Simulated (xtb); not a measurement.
H$_{3}$O$_{4}$P, charge -1, doublet, from a rough starting geometry (a state made from the parent by changing its charge; the spin is typed, not shown lowest); GFN2-xTB (xtb).

The xtb input:
```
$ xtb mol.xyz --gfn 2 --chrg -1 --uhf 1 --opt vtight --json

# file mol.xyz
8

O      0.52392200     0.08614066     1.48769664
P      0.07303593    -0.01942143    -0.07185826
O      1.16835468    -0.01387572    -1.04771932
O     -0.88375878    -1.26713107    -0.09632670
O     -0.88559146     1.20880846    -0.22922036
H      1.30181838     0.61553335     1.54065858
H     -0.31126463    -2.07068721    -0.31651315
H     -0.96845756     1.40966641    -1.17782891
```

Output, abridged:

```
   ID    Z sym.   atoms
    1    8 O      1, 3-5
    2   15 P      2
    3    1 H      6-8

           -------------------------------------------------
          |                Calculation Setup                |
           -------------------------------------------------

           -------------------------------------------------
          |                 G F N 2 - x T B                 |
           -------------------------------------------------

          ...................................................
          :                      SETUP                      :
          :.................................................:
          :  # basis functions                  29          :
          :  # atomic orbitals                  28          :
          :  # shells                           14          :
          :  # electrons                        33          :
          :  max. iterations                   250          :
          :  Hamiltonian                  GFN2-xTB          :
          :  restarted?                      false          :
          :  GBSA solvation                  false          :
          :  PC potential                    false          :
          :  electronic temp.          300.0000000     K    :
          :  accuracy                    1.0000000          :
          :  -> integral cutoff          0.2500000E+02      :
          :  -> integral neglect         0.1000000E-07      :
          :  -> SCF convergence          0.1000000E-05 Eh   :
          :  -> wf. convergence          0.1000000E-03 e    :
          :  Broyden damping             0.4000000          :
          :  net charge                         -1          :
          :  unpaired electrons                  1          :
          ...................................................

 iter      E             dE          RMSdq      gap      omega  full diag
   1    -20.4657736 -0.204658E+02  0.911E+00    1.56       0.0  T
   2    -20.4932212 -0.274476E-01  0.564E+00    1.25       1.0  T
   3    -20.5007628 -0.754155E-02  0.148E+00    0.75       1.0  T
   4    -20.5024182 -0.165537E-02  0.680E-01    0.80       1.0  T
   5    -20.5026152 -0.197052E-03  0.266E-01    0.75       1.0  T
   6    -20.5026466 -0.314332E-04  0.177E-01    0.75       1.0  T
   7    -20.5026689 -0.222416E-04  0.249E-02    0.74       1.4  T
   8    -20.5026693 -0.414431E-06  0.126E-02    0.74       2.8  T
   9    -20.5026694 -0.707625E-07  0.348E-03    0.74      10.2  T
  10    -20.5026694 -0.229189E-08  0.117E-03    0.74      30.2  T
  11    -20.5026694 -0.292783E-09  0.301E-04    0.74     117.6  T
  12    -20.5026694 -0.904024E-10  0.113E-04    0.74     312.0  T

   *** convergence criteria satisfied after 12 iterations ***

         :::::::::::::::::::::::::::::::::::::::::::::::::::::
         ::                     SUMMARY                     ::
         :::::::::::::::::::::::::::::::::::::::::::::::::::::
         :: total energy             -20.396461080223 Eh    ::
         :: gradient norm              0.243022842500 Eh/a0 ::
         :: HOMO-LUMO gap              0.736899334379 eV    ::
         ::.................................................::
         :: SCC energy               -20.502667770392 Eh    ::
         :: -> isotropic ES            0.241154180105 Eh    ::
         :: -> anisotropic ES         -0.017898842635 Eh    ::
         :: -> anisotropic XC         -0.002355062270 Eh    ::
         :: -> dispersion             -0.004844680628 Eh    ::
         :: repulsion energy           0.106206690170 Eh    ::
         :: add. restraining           0.000000000000 Eh    ::
         :: total charge              -1.000000000001 e     ::
         :::::::::::::::::::::::::::::::::::::::::::::::::::::

      -----------------------------------------------------------
     |                   =====================                   |
     |                        A N C O P T                        |
     |                   =====================                   |
     |               Approximate Normal Coordinate               |
     |                Rational Function Optimizer                |
      -----------------------------------------------------------
      -----------------------------------------------------------
     |                   =====================                   |
     |                        A N C O P T                        |
     |                   =====================                   |
     |               Approximate Normal Coordinate               |
     |                Rational Function Optimizer                |
      -----------------------------------------------------------

          ...................................................
          :                      SETUP                      :
          :.................................................:
          :   optimization level         verytight          :
          :   max. optcycles                   200          :
          :   ANC micro-cycles                  20          :
          :   degrees of freedom                18          :
          :.................................................:
          :   RF solver                   davidson          :
          :   write xtbopt.log                true          :
          :   linear?                        false          :
          :   energy convergence         0.1000000E-06 Eh   :
          :   grad. convergence          0.2000000E-03 Eh/α :
          :   maxmium RF displ.          1.0000000          :
          :   Hlow (freq-cutoff)         0.1000000E-01      :
          :   Hmax (freq-cutoff)         5.0000000          :
          :   S6 in model hess.         20.0000000          :
          ...................................................

generating ANC from exact Hessian ...
Using Lindh-Hessian (1995)
 Shifting diagonal of input Hessian by    0.0000000000000000
 Lowest  eigenvalues of input Hessian
[...]
 * total energy  :   -20.5903674 Eh     change       -0.1886425E-04 Eh
 * total energy  :   -20.5903747 Eh     change       -0.7350138E-05 Eh
 * total energy  :   -20.5903815 Eh     change       -0.6730629E-05 Eh
 * total energy  :   -20.5903877 Eh     change       -0.6214155E-05 Eh
 * total energy  :   -20.5903948 Eh     change       -0.7148250E-05 Eh
 * total energy  :   -20.5903990 Eh     change       -0.4151788E-05 Eh
 * total energy  :   -20.5904020 Eh     change       -0.3018677E-05 Eh
 * total energy  :   -20.5904079 Eh     change       -0.5911927E-05 Eh
 * total energy  :   -20.5904136 Eh     change       -0.5656766E-05 Eh
 * total energy  :   -20.5904166 Eh     change       -0.3025468E-05 Eh
 * total energy  :   -20.5904183 Eh     change       -0.1761286E-05 Eh
 * total energy  :   -20.5904187 Eh     change       -0.3193434E-06 Eh
 * total energy  :   -20.5904188 Eh     change       -0.8987042E-07 Eh
   *** GEOMETRY OPTIMIZATION CONVERGED AFTER 42 ITERATIONS ***
[...]
   3    -20.6755121 -0.238032E-12  0.121E-05    6.91    2915.7  T

   *** convergence criteria satisfied after 3 iterations ***

         :::::::::::::::::::::::::::::::::::::::::::::::::::::
         ::                     SUMMARY                     ::
         :::::::::::::::::::::::::::::::::::::::::::::::::::::
         :: total energy             -20.590418758801 Eh    ::
         :: gradient norm              0.000073385223 Eh/a0 ::
         :: HOMO-LUMO gap              6.906473256421 eV    ::
         ::.................................................::
         :: SCC energy               -20.675510606005 Eh    ::
         :: -> isotropic ES            0.244176226462 Eh    ::
         :: -> anisotropic ES         -0.010029486086 Eh    ::
         :: -> anisotropic XC         -0.001256992098 Eh    ::
         :: -> dispersion             -0.004624967045 Eh    ::
         :: repulsion energy           0.085091847203 Eh    ::
         :: add. restraining           0.000000000000 Eh    ::
         :: total charge              -1.000000000000 e     ::
         :::::::::::::::::::::::::::::::::::::::::::::::::::::

           -------------------------------------------------
          |                Property Printout                |
           -------------------------------------------------

    * Orbital Energies and Occupations

         #    Occupation            Energy/Eh            Energy/eV
      -------------------------------------------------------------
         1        2.0000           -0.5100351             -13.8788
       ...           ...                  ...                  ...
         5        2.0000           -0.4172857             -11.3549
         6        2.0000           -0.3816263             -10.3846
         7        2.0000           -0.3559216              -9.6851
         8        2.0000           -0.3385966              -9.2137
         9        2.0000           -0.3246948              -8.8354
        10        2.0000           -0.3070218              -8.3545
        11        2.0000           -0.3046602              -8.2902
        12        2.0000           -0.2668286              -7.2608
        13        2.0000           -0.2550809              -6.9411
        14        2.0000           -0.2411093              -6.5609
        15        2.0000           -0.2303176              -6.2673
        16        2.0000           -0.2173960              -5.9156
        17        1.0000           -0.1215771              -3.3083 (HOMO)
        18                          0.1322311               3.5982 (LUMO)
        19                          0.1744177               4.7461
        20                          0.2478631               6.7447
        21                          0.3234742               8.8022
        22                          0.3513507               9.5607
        23                          0.3864398              10.5156
        24                          0.4425292              12.0418
        25                          0.5203590              14.1597
        26                          0.5775774              15.7167
        27                          1.0587337              28.8096
        28                          1.3319941              36.2454
      -------------------------------------------------------------
                  HL-Gap            0.2538082 Eh            6.9065 eV
             Fermi-level           -0.0820798 Eh           -2.2335 eV

     #   Z          covCN         q      C6AA      α(0)
     1   8 O        1.607    -0.500    22.912     6.460
     2  15 P        3.399     0.136   154.318    22.315
     3   8 O        0.808    -0.486    23.506     6.499
     4   8 O        1.574    -0.593    25.038     6.752
     5   8 O        1.613    -0.397    20.812     6.157
     6   1 H        0.857     0.277     0.785     1.388
     7   1 H        0.812     0.246     0.909     1.497
     8   1 H        0.964     0.316     0.661     1.271

 Mol. C6AA /au·bohr⁶  :       1151.525690
 Mol. C8AA /au·bohr⁸  :      34579.347056
 Mol. α(0) /au        :         52.339060

Wiberg/Mayer (AO) data.
largest (>0.10) Wiberg bond orders for each atom

 ---------------------------------------------------------------------------
     #   Z sym  total        # sym  WBO       # sym  WBO       # sym  WBO
 ---------------------------------------------------------------------------
     1   8 O    2.062 --     2 P    1.005     6 H    0.901
     2  15 P    4.968 --     3 O    1.892     5 O    1.204     1 O    1.005
                             4 O    0.820
     3   8 O    2.111 --     2 P    1.892
     4   8 O    1.916 --     7 H    0.925     2 P    0.820
     5   8 O    2.225 --     2 P    1.204     8 H    0.865
     6   1 H    0.923 --     1 O    0.901
     7   1 H    0.940 --     4 O    0.925
     8   1 H    0.900 --     5 O    0.865
 ---------------------------------------------------------------------------

Topologies differ in total number of bonds
Writing topology from bond orders to xtbtopo.mol

molecular dipole:
                 x           y           z       tot (Debye)
 q only:       -0.306      -0.093      -0.120
   full:       -0.266      -0.230      -0.228       1.066
molecular quadrupole (traceless):
                xx          xy          yy          xz          yz          zz
 q only:       -0.122      -1.512       0.730       2.236      -3.277      -0.608
  q+dip:       -0.080      -1.034       0.929       2.572      -3.526      -0.849
   full:       -0.146      -1.108       1.195       3.588      -3.323      -1.049

optimized geometry written to: xtbopt.xyz

           -------------------------------------------------
          | TOTAL ENERGY              -20.590418758801 Eh   |
          | GRADIENT NORM               0.000073385223 Eh/α |
          | HOMO-LUMO GAP               6.906473256421 eV   |
           -------------------------------------------------

normal termination of xtb
```
